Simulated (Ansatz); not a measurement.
`N=C1O[CH]1[Zn][F]` + `O[SiH3]` → `[F][Zn][O][SiH3]` + `N=C1CO1`  (ligand exchange at a Zn–C bond)

Program: Ansatz. Geometries: PBE0-D4/def2-TZVP. ΔE: electronic, gas phase. CCSD(T)/CBS is the MP2 limit (def2-TZVPP, def2-QZVPP) plus CCSD(T) − MP2 in def2-TZVPP, frozen cores. DFT in def2-TZVPP. For Zn outer-core shells are correlated without core-valence functions, which leaves a few kJ/mol of doubt a bond. Scalar relativity is left out up to krypton. Each species was taken in one conformer, which may not be the lowest.

```csv
level,ΔE (kJ/mol)
PBE-D4,-41.8
PBE0-D4,-50.2
r2SCANh-D4,-55.0
BHLYP-D4,-64.0
PBE-QIDH,-58.4
revPBE,-42.9
HF/def2-SVP,-85.4
SCS-MP2/def2-TZVPP,-63.5
```

Q: What does CCSD(T)/CBS give? (Estimate.)

A: The calculation gave: -62.0 kJ/mol. The listed levels differ from it by 20.2, 11.8, 7.0, -2.0, 3.6, 19.1, -23.4, -1.5 kJ/mol.

Largest T1 diagnostic among the species: 0.017.

At CCSD(T), def2-SVP lies −8.0 kJ/mol from the extrapolated value and def2-TZVPP +3.3 kJ/mol. From BLYP to BHLYP (50 % exact exchange), in def2-TZVPP and without D4, ΔE moves by −16.3 kJ/mol. In def2-TZVPP, CCSD(T) changes the Hartree–Fock value by +22.0 kJ/mol (the triples alone add +4.0 kJ/mol) and MP2 by +22.6 kJ/mol.

CCSD(T)/CBS has its own doubt, a few kJ/mol and more with outer-core shells, so smaller differences from it don't rank the levels.
